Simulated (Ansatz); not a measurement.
Isomers of C2H3F2NSi, relaxed with PBE0-D4/def2-TZVP in Ansatz; electronic energies, one conformer each and not always the lowest. Functionals use def2-TZVPP; CBS adds triple-zeta CCSD(T) − MP2 to the MP2 limit of def2-TZVPP and def2-QZVPP.

Problem. Order them by energy at frozen-core CCSD(T)/CBS, lowest first. (Best estimate.)
A. `N=C1C(F)[SiH]1F`
B. `C[Si](F)(F)C#N`
C. `CC1=N[Si]1(F)F`
D. `C=C=N[SiH](F)F`

Solution. B (0.0 kJ/mol), D (97.5 kJ/mol), C (176.6 kJ/mol), A (517.0 kJ/mol).

Problem. How do B2PLYP, MP2/CBS(def2), PBE-D4, ωB97M-V place them (kJ/mol, against `C[Si](F)(F)C#N`)? (Best estimate.)

Solution. Computed: 
```tsv
isomer	B2PLYP	MP2/CBS(def2)	PBE-D4	ωB97M-V
`CC1=N[Si]1(F)F`	181.0	179.7	148.2	168.9
`C=C=N[SiH](F)F`	85.7	101.6	65.9	87.4
`N=C1C(F)[SiH]1F`	513.8	535.2	442.6	500.0
```
